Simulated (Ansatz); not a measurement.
**Multireference treatment of F, doublet**

Computed with Ansatz's Gaussian-basis code (development build). Basis cc-pVTZ, nonrelativistic, 1 orbital frozen in the corrections. State-specific CASSCF; RHF is the lowest restricted (open-shell) Hartree–Fock solution met. Solutions may break the symmetry of the shape. Lower solutions, or ones in other orbitals, may exist.

System: a free atom or ion.

Q: What do CASSCF and its corrections give against RHF in CAS(5,6), and what are the occupations?

A: CASSCF -1.631 eV, SC-NEVPT2 -5.457 eV; occupations 1.99, 1.99, 1.00, 0.01, 0.01, 0.00.
